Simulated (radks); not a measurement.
The sulfur ion S2+, 14 electrons, occupied as [Ne] 3s2 3p1 3d1 (not the ground configuration). Method: non-relativistic Kohn-Sham, RPBE, spin-unpolarised, spherical densities, point nucleus; computed with a radial shooting solver on a logarithmic mesh with Libxc functionals.

Unscreened Slater integrals over Kohn-Sham orbitals (hartree). Empty in this configuration: 4s.

F0(3d,3d): 0.39285
F2(3d,3d): 0.19015
F4(3d,3d): 0.12018
F0(3d,3p): 0.44353
F2(3d,3p): 0.21304
G1(3d,3p): 0.26706
G3(3d,3p): 0.16065
F0(3d,3s): 0.46043
G2(3d,3s): 0.19727
F0(3d,2p): 0.53613
F2(3d,2p): 0.068078
G1(3d,2p): 0.038035
G3(3d,2p): 0.021304
F0(3d,4s): 0.26848
G2(3d,4s): 0.054808
F0(3p,3p): 0.51805
F2(3p,3p): 0.26469
F0(3p,3s): 0.54389
G1(3p,3s): 0.36379
F0(3p,2p): 0.70133
F2(3p,2p): 0.12281
G0(3p,2p): 0.049656
G2(3p,2p): 0.049572
F0(3p,4s): 0.28215
G1(3p,4s): 0.026359
F0(3s,3s): 0.57425
F0(3s,2p): 0.76018
G1(3s,2p): 0.057902
F0(3s,4s): 0.28621
G0(3s,4s): 0.017856
F0(2p,2p): 2.0795
F2(2p,2p): 0.96332
F0(2p,4s): 0.31584
G1(2p,4s): 0.0097999
F0(4s,4s): 0.22657

Derived for the open shells (J is the average intra-shell exchange parameter used in DFT+U). 3p: J = F2/5 = 0.05294 hartree. 3d: Racah B = F2/49 - 5 F4/441 = 0.002518 hartree, C = 35 F4/441 = 0.009538 hartree, C/B = 3.79, F4/F2 = 0.632, J = (F2 + F4)/14 = 0.02217 hartree.
